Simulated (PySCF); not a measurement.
HOSn, SMILES [OH+]=[Sn] (connectivity only; charge and spin as stated), charge +1, multiplicity 1. Geometry optimised at r2SCAN-D4/def2-TZVP. The isomer is the one that the SMILES or the coordinates give; other isomers of the formula were not compared. The def2 effective core potentials stand for the cores of Sn; spin–orbit coupling is left out.

All values below come from r2SCAN-D4/def2-TZVP run with PySCF 2.14.0.

Harmonic wavenumbers (cm⁻¹): 115, 115, 759, 3823. Rotational constants (GHz): 9.043 (linear); symmetry number 1.

Problem. Work out the zero-point energy and the ideal-gas rigid-rotor harmonic-oscillator thermochemistry at 298.15 K and 1 atm.

Solution. ZPE = ½ Σ hcν = ½ × 4812 cm⁻¹ = 28.78 kJ/mol. H − E(el) = 41.41 kJ/mol. Entropy in J/(mol K): translation 169.99, rotation 62.63, vibration 27.67, total 260.28. G − E(el) = -36.20 kJ/mol. Cp = 48.33 J/(mol K). Modes under 150 cm⁻¹ make the vibrational entropy uncertain.
